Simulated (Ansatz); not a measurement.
C₂H₇GaSe (`[CH3][GaH][Se]C`). The species carries charge 0 and has multiplicity 1. The geometry is a stationary point of PBE0-D4/def2-TZVP. It is one conformer, not always the lowest.

```xyz
11

C     0.882    1.444    0.322
Ga    1.517   -0.296   -0.334
Se   -0.033   -1.997   -0.631
C    -1.667   -1.068   -0.075
H     0.352    1.323    1.269
H     1.707    2.142    0.469
H     0.180    1.880   -0.393
H     2.991   -0.682   -0.695
H    -1.857   -0.213   -0.720
H    -2.482   -1.783   -0.173
H    -1.590   -0.749    0.962
```

Question: What is the dipole moment at PBE/def2-TZVPP? (Best estimate.)

Answer: The calculation gave: 2.01 D, with components (-0.95, 1.64, 0.67) D in this frame, pointing from negative to positive charge.

Question: And with r2SCAN, B3LYP, ωB97M-V? (An estimate is asked.)

Answer: Ansatz gave: r2SCAN 2.13 D, B3LYP 2.02 D, ωB97M-V 2.05 D.

Question: Give the Mulliken charges with PBE, B3LYP, ωB97M-V in def2-TZVPP. (Estimate.)

Answer: Ansatz gave: 
```json
{"atom": "C1", "PBE": "-0.37", "B3LYP": "-0.39", "ωB97M-V": "-0.49"}
{"atom": "Ga2", "PBE": "0.20", "B3LYP": "0.24", "ωB97M-V": "0.25"}
{"atom": "Se3", "PBE": "-0.15", "B3LYP": "-0.14", "ωB97M-V": "-0.14"}
{"atom": "C4", "PBE": "-0.36", "B3LYP": "-0.37", "ωB97M-V": "-0.44"}
{"atom": "H5", "PBE": "0.10", "B3LYP": "0.10", "ωB97M-V": "0.12"}
{"atom": "H6", "PBE": "0.11", "B3LYP": "0.11", "ωB97M-V": "0.13"}
{"atom": "H7", "PBE": "0.10", "B3LYP": "0.10", "ωB97M-V": "0.12"}
{"atom": "H8", "PBE": "-0.03", "B3LYP": "-0.04", "ωB97M-V": "-0.01"}
{"atom": "H9", "PBE": "0.13", "B3LYP": "0.13", "ωB97M-V": "0.15"}
{"atom": "H10", "PBE": "0.14", "B3LYP": "0.14", "ωB97M-V": "0.15"}
{"atom": "H11", "PBE": "0.13", "B3LYP": "0.13", "ωB97M-V": "0.15"}
```

B3LYP here is the variant with VWN-RPA as its local correlation; programs differ in this.
